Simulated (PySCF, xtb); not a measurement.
C₃H₈FNSi, SMILES CC/N=C/[SiH2]F. The values are those of a single conformer.

Harmonic wavenumbers (cm⁻¹) from GFN2-xTB (xtb) at its own minimum, in rising order: 17, 89, 106, 156, 202, 249, 392, 412, 507, 559, 711, 755, 782, 812, 849, 873, 935, 1080, 1100, 1154, 1235, 1304, 1331, 1398, 1462, 1485, 1498, 1716, 2326, 2356, 2748, 2815, 2936, 3035, 3040, 3052.

Task: What does PBE-D3(BJ)/def2-SVP run with PySCF give at its own minimum? (The exact figures need the calculation; the answer reports its results.)

Result: 32, 91, 97, 155, 230, 267, 383, 427, 591, 702, 756, 801, 832, 865, 894, 896, 932, 1037, 1081, 1122, 1227, 1264, 1308, 1341, 1405, 1410, 1432, 1668, 2182, 2191, 2852, 2882, 2979, 2985, 3072, 3080. Paired by order, the mean absolute difference is 47 cm⁻¹ and the zero-point energies are 65.0 and 65.0 kcal/mol.
